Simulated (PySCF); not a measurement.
C3H9Ga, charge +3, doublet, geometry from GFN2-xTB of the parent state (such geometries of metal compounds can be far from the true shape) (a state made from the parent by changing its charge; the spin is typed, not shown lowest); DF-CAMB3LYP/6-31G* (PySCF).

PySCF was given this input:
```python
from pyscf import gto, scf, dft

mol = gto.M(
    atom='''
Ga   -0.10800861   -0.11117636   -0.00855833
C    -1.53757200   -1.54702988   -0.14739831
H    -1.35825288   -2.16902201   -1.03024106
H    -2.52351774   -1.07925486   -0.23737894
H    -1.51426668   -2.17951398    0.74618352
C     0.16620875    1.82685741   -0.91483743
H     1.16046342    1.86214239   -1.35894055
H     0.04128769    2.57037161   -0.12792575
H    -0.62646567    1.87693107   -1.66125405
C     1.73427024    0.09315134    1.09157959
H     1.70336765    1.03473657    1.63910385
H     2.54834324    0.06614606    0.36764782
H     1.73986585   -0.77394293    1.75205008
''',
    basis='6-31g*',
    charge=3,
    spin=1,
    verbose=4,
)

mf = dft.UKS(mol)
mf.xc = 'camb3lyp'
mf = mf.density_fit(auxbasis='def2-universal-jkfit')
mf.kernel()
```

Output, abridged:

```
PySCF version 2.14.0

[INPUT] verbose = 4
[INPUT] num. atoms = 13
[INPUT] num. electrons = 55
[INPUT] charge = 3
[INPUT] spin (= nelec alpha-beta = 2S) = 1
[INPUT] symmetry False subgroup None
[INPUT] Mole.unit = angstrom
[INPUT] Symbol           X                Y                Z      unit          X                Y                Z       unit  Magmom
[INPUT]  1 Ga    -0.108008610000  -0.111176360000  -0.008558330000 AA   -0.204106691995  -0.210092871926  -0.016172899784 Bohr   0.0
[INPUT]  2 C     -1.537572000000  -1.547029880000  -0.147398310000 AA   -2.905589976800  -2.923462779719  -0.278542437124 Bohr   0.0
[INPUT]  3 H     -1.358252880000  -2.169022010000  -1.030241060000 AA   -2.566725951102  -4.098857557054  -1.946873445682 Bohr   0.0
[INPUT]  4 H     -2.523517740000  -1.079254860000  -0.237378940000 AA   -4.768757399081  -2.039496104006  -0.448581184340 Bohr   0.0
[INPUT]  5 H     -1.514266680000  -2.179513980000   0.746183520000 AA   -2.861549304754  -4.118684506861   1.410082491464 Bohr   0.0
[INPUT]  6 C      0.166208750000   1.826857410000  -0.914837430000 AA    0.314089017006   3.452260173532  -1.728792191201 Bohr   0.0
[INPUT]  7 H      1.160463420000   1.862142390000  -1.358940550000 AA    2.192958041376   3.518939122043  -2.568025459066 Bohr   0.0
[INPUT]  8 H      0.041287690000   2.570371610000  -0.127925750000 AA    0.078022426416   4.857298381257  -0.241744631780 Bohr   0.0
[INPUT]  9 H     -0.626465670000   1.876931070000  -1.661254050000 AA   -1.183848542742   3.546885676987  -3.139315177825 Bohr   0.0
[INPUT] 10 C      1.734270240000   0.093151340000   1.091579590000 AA    3.277295779584   0.176030520736   2.062786468265 Bohr   0.0
[INPUT] 11 H      1.703367650000   1.034736570000   1.639103850000 AA    3.218898347944   1.955368728372   3.097457366220 Bohr   0.0
[INPUT] 12 H      2.548343240000   0.066146060000   0.367647820000 AA    4.815670794987   0.124997937619   0.694753690093 Bohr   0.0
[INPUT] 13 H      1.739865850000  -0.773942930000   1.752050080000 AA    3.287869949984  -1.462540173743   3.310894807722 Bohr   0.0

nuclear repulsion = 258.107422219536
number of shells = 48
number of NR pGTOs = 212
number of NR cGTOs = 92
basis = 6-31g*
ecp = {}

******** <class 'pyscf.df.df_jk.DFUKS'> ********
method = DFUKS
initial guess = minao
damping factor = 0
level_shift factor = 0
DIIS = <class 'pyscf.scf.diis.CDIIS'>
diis_start_cycle = 1
diis_space = 8
diis_damp = 0
SCF conv_tol = 1e-09
SCF conv_tol_grad = None
SCF max_cycles = 50
direct_scf = False
number electrons alpha = 28  beta = 27
XC library pyscf.dft.libxc version 7.1.2
    S. Lehtola, C. Steigemann, M. J. T. Oliveira, and M. A. L. Marques,  SoftwareX 7, 1–5 (2018)
XC functionals = camb3lyp
    T. Yanai, D. P. Tew, and N. C. Handy,  Chem. Phys. Lett. 393, 51 (2004)
radial grids:
    Treutler-Ahlrichs [JCP 102, 346 (1995); DOI:10.1063/1.469408] (M4) radial grids

becke partition: Becke, JCP 88, 2547 (1988); DOI:10.1063/1.454033
pruning grids: <function nwchem_prune>
grids dens level: 3
symmetrized grids: False
atomic radii adjust function: <function treutler_atomic_radii_adjust>
small_rho_cutoff = 0
Set gradient conv threshold to 3.16228e-05
tot grids = 151536
******** <class 'pyscf.df.df.DF'> ********
auxbasis = def2-universal-jkfit
Create RSH-DF object <pyscf.df.df.DF object> for omega=0.33
******** <class 'pyscf.df.df.DF'> ********
auxbasis = auxmol.basis = def2-universal-jkfit
init E= -2043.58255335905

cycle= 1 E= -2042.51323441025  delta_E= 1.07  |g|= 0.569  |ddm|=    2
cycle= 2 E= -2042.59292078919  delta_E= -0.0797  |g|= 0.582  |ddm|= 1.34
cycle= 3 E= -2042.68447753629  delta_E= -0.0916  |g|= 0.0616  |ddm|= 0.402
cycle= 4 E= -2042.68627685192  delta_E= -0.0018  |g|= 0.0219  |ddm|= 0.0635
cycle= 5 E= -2042.686629706  delta_E= -0.000353  |g|= 0.00539  |ddm|= 0.029
cycle= 6 E= -2042.68668797268  delta_E= -5.83e-05  |g|= 0.00231  |ddm|= 0.016
cycle= 7 E= -2042.68670064918  delta_E= -1.27e-05  |g|= 0.000935  |ddm|= 0.00789
cycle= 8 E= -2042.68670292268  delta_E= -2.27e-06  |g|= 0.000438  |ddm|= 0.00357
cycle= 9 E= -2042.68670325139  delta_E= -3.29e-07  |g|= 0.000121  |ddm|= 0.00136
cycle= 10 E= -2042.68670329523  delta_E= -4.38e-08  |g|= 5.67e-05  |ddm|= 0.000458
cycle= 11 E= -2042.68670330501  delta_E= -9.78e-09  |g|= 5.4e-05  |ddm|= 0.000148
cycle= 12 E= -2042.68670331325  delta_E= -8.24e-09  |g|= 2.85e-05  |ddm|= 0.00014
cycle= 13 E= -2042.68670332058  delta_E= -7.33e-09  |g|= 1.8e-05  |ddm|= 0.000205
cycle= 14 E= -2042.68670332346  delta_E= -2.87e-09  |g|= 1.31e-05  |ddm|= 0.000133
cycle= 15 E= -2042.68670332497  delta_E= -1.52e-09  |g|= 1.03e-05  |ddm|= 9.48e-05
cycle= 16 E= -2042.68670332638  delta_E= -1.4e-09  |g|= 7.22e-06  |ddm|= 0.000113
cycle= 17 E= -2042.68670332736  delta_E= -9.82e-10  |g|= 3.81e-06  |ddm|= 0.000135
Extra cycle  E= -2042.68670332744  delta_E= -7.64e-11  |g|= 2.98e-06  |ddm|= 1.32e-05
converged SCF energy = -2042.68670332744  <S^2> = 0.75947388  2S+1 = 2.0094515
```
